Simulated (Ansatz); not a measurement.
C2H6AlFSi can be A, `[CH3][Al]1[CH2][SiH]1F`, or B, `F/C=[C](/[AlH2])[SiH3]`.

Computed with Ansatz on PBE0-D4/def2-TZVP structures; ΔE is electronic, products minus reactants. CCSD(T)/CBS is the MP2 limit (def2-TZVPP, def2-QZVPP) plus CCSD(T) − MP2 in def2-TZVPP, frozen cores. DFT in def2-TZVPP. B3LYP here is the variant with VWN-RPA as its local correlation; programs differ in this.

Problem. Which isomer does CCSD(T)/CBS put lower? Give the gap. (Estimate.)

Solution. Computed: A, by 43.8 kcal/mol.

Problem. Give E(B) − E(A) in kcal/mol with B3LYP-D4, CCSD/def2-TZVPP, B2PLYP, CCSD(T)/def2-TZVPP, PBE0-D4, MP2/def2-TZVPP, PBE-D4. (Estimate.)

Solution. Computed: B3LYP-D4 39.2, CCSD/def2-TZVPP 41.4, B2PLYP 41.6, CCSD(T)/def2-TZVPP 41.6, PBE0-D4 45.7, MP2/def2-TZVPP 44.5, PBE-D4 44.9. None reverses the order clearly.

Largest T1 diagnostic: 0.013.

In def2-TZVPP, CCSD(T) changes the Hartree–Fock value by +9.2 kcal/mol (the triples alone add +0.2 kcal/mol) and MP2 by +12.0 kcal/mol. The D4 term adds −1.3 kcal/mol with B3LYP and −0.7 kcal/mol with PBE0; it sums over pairs of atoms, weighted by their polarisabilities, and B3LYP, whose exchange is more repulsive, gets the larger term.
